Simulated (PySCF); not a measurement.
## How ionic is MO along group 15?

PBE0 in PySCF with def2-TZVPPD on every atom (core potentials on Sb), for the lowest determinant that a PBE0 search found; no spin–orbit coupling. A negative dipole means M(+)O(−).

```tsv
M	state (unpaired electrons)	Re (Å)	μ (D)
N	doublet (π ↑)	1.140	0.14
P	doublet (π ↑)	1.474	-1.98
As	doublet (π ↑)	1.615	-2.59
Sb	doublet (π ↑)	1.806	-3.52
```

Question: Give the ionic character |μ|/(e·Re) of each, with 1 e·Å = 4.803 D, and the positive end.

Answer: NO 3 % (O positive), PO 28 % (P positive), AsO 33 % (As positive), SbO 41 % (Sb positive). Lone pairs and polarisation enter μ too, so this number is only a rough measure of charge transfer.

Spin–orbit coupling is left out. States were picked by a PBE0 search and need not be the measured ground states.
